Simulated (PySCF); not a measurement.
Species: C3H7NOSi.
Atom-mapped SMILES: `[CH2:1]=[CH:2][SiH2:3][C:4]([NH2:5])=[O:6]` (hydrogens: H7, H8 on C1; H9 on C2; H10, H11 on Si3; H12, H13 on N5)

Geometry (GFN2-xTB, Å), atoms numbered from 1 in this order:
```xyz
13
C3H7NOSi angstrom
C      2.1073    0.4102    0.6724
C      1.1246   -0.4757    0.5952
Si     0.0734   -0.8034   -0.9365
C     -1.6900   -0.1086   -0.5804
N     -1.7974    0.8460    0.3728
O     -2.6607   -0.4944   -1.2026
H      2.3912    1.0137   -0.1746
H      2.6790    0.5730    1.5740
H      0.8982   -1.0577    1.4832
H      0.6133   -0.0785   -2.0901
H     -0.0440   -2.2367   -1.1988
H     -0.9988    1.1644    0.8919
H     -2.7006    1.2483    0.5756
```

Computed, not measured: PySCF, TDDFT CAM-B3LYP/def2-SVPD, vertical, gas phase, core orbitals frozen in the response.

Computed states:

```json
{"state": "S1", "E (eV)": "4.79", "f": "0.0017"}
{"state": "S2", "E (eV)": "6.07", "f": "0.088"}
{"state": "S3", "E (eV)": "6.63", "f": "0.017"}
{"state": "S4", "E (eV)": "6.89", "f": "0.051"}
{"state": "S5", "E (eV)": "7.06", "f": "0.033"}
{"state": "S6", "E (eV)": "7.17", "f": "0.029"}
{"state": "S7", "E (eV)": "7.22", "f": "0.178"}
{"state": "S8", "E (eV)": "7.44", "f": "0.0095"}
```

Broadening: Gaussians 0.3 eV wide at half height, area fixed by f = 4.319×10⁻⁹ ∫ε dν̃. The width is an assumption, not a result. The curve ends short of the highest state used, and states not computed would add to its high-energy end.

**Question.** What does the envelope look like, and where are its maxima?

**Answer.** 
E (eV), ε (L mol⁻¹ cm⁻¹) and a bar:
```
     4.34          0 
     4.44          4 
     4.55         28 
     4.66         95 
     4.77        153 #
     4.88        118 
     4.99         43 
     5.10          7 
     5.21          1 
     5.31          0 
     5.42          0 
     5.53          1 
     5.64         27 
     5.75        346 #
     5.86       2070 ########
     5.97       5879 ######################
     6.08       7922 ##############################
     6.18       5443 #####################
     6.29       1810 #######
     6.40        579 ##
     6.51       1067 ####
     6.62       2044 ########
     6.73       3377 #############
     6.84       5657 #####################
```

Maxima: 259 nm (4.79 eV), ε about 150, made up of S1 (100%); 204 nm (6.07 eV), ε about 8000, made up of S2 (100%) (ε in L mol⁻¹ cm⁻¹; maxima over ε = 5, shares over 10%). At its high-energy end, 6.84 eV, the curve is still rising (ε about 5700, from S4 and S5).

**Question.** On this curve, what absorbance would a 10⁻⁴ mol/L sample give at 193 nm over a 1 cm path?

**Answer.** 193 nm is 6.424 eV, where ε is about 590 L mol⁻¹ cm⁻¹, so A = ε c l ≈ 0.059 (Beer–Lambert, with the gas-phase spectrum and the assumed width).

**Question.** Coming from long wavelengths, where does ε first pass 100 L mol⁻¹ cm⁻¹?

**Answer.** At about 266 nm (4.67 eV), 0.12 eV below S1.

**Question.** What would ε be at 6.07 eV, the highest of these maxima, with half the width (0.15 eV)?

**Answer.** About 15900 L mol⁻¹ cm⁻¹ against 7950, a factor of about 2.00; a lone state at its own centre would give exactly 2.

One conformer stands for the species.
